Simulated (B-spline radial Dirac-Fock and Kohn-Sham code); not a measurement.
# Dipole and non-dipole photoemission parameters of Nb⁺ 2s

System: the Nb⁺ ion, 1s2 2s2 2p6 3s2 3p6 3d10 4s2 4p6 4d4; threshold 2682.7 eV (orbital energy of the model). Calculated with a radial B-spline solver, using Dirac-Hartree-Slater photoionisation with a Latter tail; cross sections with all multipoles, angular parameters from the dipole term and its interference with E2.

For linearly polarised light dσ/dΩ = σ/(4π) [1 + β P₂(cos θ) + (δ + γ cos²θ) sin θ cos φ], with θ from the polarisation vector and φ the angle between the beam and the projection of the electron momentum on the plane normal to the polarisation.

```
hν (eV)  σ (kb)      β       γ
 2984.4    41.5  1.996   0.560
   5400       ?      ?       ?
 5414.7    14.4  1.997  -0.038
   6000    11.8  1.997   0.028
   6410    10.3  1.997   0.082
   6430    10.2  1.997   0.085
   6850    9.00  1.997   0.145
   8080    6.39  1.997   0.332
  11900    2.74  1.996   0.902
  12000    2.69  1.996   0.916
  12700    2.37  1.996   1.014
  13000    2.24  1.996   1.055
```

Problem. Give the values at 5400 eV.

Solution. σ = 14.4 kb, β = 1.997, γ = -0.039. For an s subshell δ is negligible.
